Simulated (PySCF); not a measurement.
Here is a computed PBE0-D3(BJ)/def2-SVP geometry (Å):
```
atom  x, y, z in Å
O1     1.326   -0.178    1.467
S2     0.953   -0.116    0.077
O3     1.411   -1.054   -0.917
Cl4    1.302    1.802   -0.611
C5    -0.919   -0.094   -0.007
F6    -1.327   -1.294    0.340
F7    -1.383    0.804    0.829
F8    -1.303    0.180   -1.232
```

Charge 0, singlet.

Question: Which heavy atoms are bonded, and with what formal order?

Answer: O1–S2 1.44 Å (double); S2–O3 1.44 Å (double); S2–Cl4 2.07 Å (single); S2–C5 1.87 Å (single); C5–F6 1.31 Å (single); C5–F7 1.31 Å (single); C5–F8 1.31 Å (single). The orders are those of one drawing; other resonance forms can be drawn.

Question: Give the structure as a SMILES string.

Answer: `O=S(=O)(Cl)C(F)(F)F`, CClF3O2S. Among its features: CF3 group and C–F bond.

Question: Classify the heavy atoms.

Answer: O1/O3: sulfonyl oxygen; S2: sulfonyl sulfur; Cl4: chlorine bonded to S; C5: CF3 carbon; F6/F7/F8: fluorine of a CF3 group.

Question: What is the arrangement about S2?

Answer: It has 4 neighbours (O1, O3, Cl4, C5) and is distorted tetrahedral (angles from 98.2° to 123.8°).

Question: What is the arrangement about C5?

Answer: It has 4 neighbours (S2, F6, F7, F8) and is tetrahedral (angles from 106.7° to 110.4°).
